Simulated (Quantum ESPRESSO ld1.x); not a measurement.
Results of a calculation; reference values are marked as such.
Q: The mean radii <r> (bohr) of the occupied orbitals of an atom or ion are listed with their occupations. Level of theory: scalar-relativistic Kohn-Sham, BLYP, spin-unpolarised, spherical densities, point nucleus (ld1.x of Quantum ESPRESSO 7.5).

orbital  occ.      <r>
1s          2  0.03916
2s          2   0.1725
2p          6   0.1504
3s          2   0.4921
3p          6   0.4984
3d         10   0.4976
4s          2    1.324
4p          5    1.494

Name the element and its charge.

A: Z = 38, strontium, charge +3: Sr3+ in [Ar] 3d10 4s2 4p5. The 1s radius gives Z: for a bare nucleus <r> = (2 gamma + 1)/(2Z) with gamma = sqrt(1 - (Z/c)^2), 0.03844 bohr for Z = 38, and screening makes it slightly larger (0.03916 here). The occupations add up to 35, and the charge is Z minus that.
